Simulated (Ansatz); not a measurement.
cyclo-(SiH2)4 (Si₄H₈), 12 atoms. Hardware: 4 threads of Arm Neoverse V1 on a shared host.

Correlated methods freeze 20 core orbitals.

(1) How many basis functions does each of these Ansatz runs have, and roughly what does it cost? PBE0-D4/def2-SVP, charge 1 doublet at the geometry of the charge 0 singlet, energy with a search over starts; PBE0-D4/def2-TZVP, charge 0 singlet, energy, from earlier orbitals; B3LYP-D4/def2-TZVP, charge 0 singlet, energy, from earlier orbitals; PBE-D4/def2-TZVP, charge 0 singlet, energy and forces, from earlier orbitals; HF/def2-TZVP, charge 0 singlet, energy, from earlier orbitals; HSE06-D4/def2-TZVP, charge 0 singlet, energy, from earlier orbitals; PBE0-D4/def2-TZVP, charge 0 triplet at the geometry of the charge 0 singlet, energy; r2SCAN-D4/def2-TZVP, charge 0 singlet, energy, from earlier orbitals; HF/STO-3G, charge 0 singlet, energy; PBE-D4/def2-TZVP, charge 0 triplet at the geometry of the charge 0 singlet, energy, from earlier orbitals; RPA@PBE/def2-TZVP, charge 0 singlet, energy, from earlier orbitals; CCSD(T)/def2-TZVPP, charge 0 singlet, energy, from earlier orbitals.

Answers

(1) Other jobs shared the machine, so times can vary by a factor of up to 3. A dash marks memory too small to be measured apart from the calling script's.

| run | functions | fitting or Cholesky vectors | wall time | peak host memory (GiB) |
| --- | --- | --- | --- | --- |
| HF/STO-3G, charge 0 singlet, energy | 44 | 492 | 0.15 s | – |
| HF/def2-TZVP, charge 0 singlet, energy, from earlier orbitals | 196 | 1584 | 1.6 s | – |
| PBE-D4/def2-TZVP, charge 0 singlet, energy and forces, from earlier orbitals | 196 | 1360 | 2.4 s | – |
| B3LYP-D4/def2-TZVP, charge 0 singlet, energy, from earlier orbitals | 196 | 1396 | 2.7 s | – |
| PBE0-D4/def2-TZVP, charge 0 singlet, energy, from earlier orbitals | 196 | 1424 | 2.8 s | 0.55 |
| HSE06-D4/def2-TZVP, charge 0 singlet, energy, from earlier orbitals | 196 | 1424 | 3 s | – |
| r2SCAN-D4/def2-TZVP, charge 0 singlet, energy, from earlier orbitals | 196 | 1360 | 4 s | – |
| RPA@PBE/def2-TZVP, charge 0 singlet, energy, from earlier orbitals | 196 | 1288 | 4.5 s | – |
| PBE0-D4/def2-SVP, charge 1 doublet at the geometry of the charge 0 singlet, energy with a search over starts | 112 | 1088 | 13 s | – |
| PBE-D4/def2-TZVP, charge 0 triplet at the geometry of the charge 0 singlet, energy, from earlier orbitals | 196 | 1360 | 19 s | – |
| PBE0-D4/def2-TZVP, charge 0 triplet at the geometry of the charge 0 singlet, energy | 196 | 1424 | 26 s | 1.1 |
| CCSD(T)/def2-TZVPP, charge 0 singlet, energy, from earlier orbitals | 280 | 1584 | 8.3 min | 2.6 |
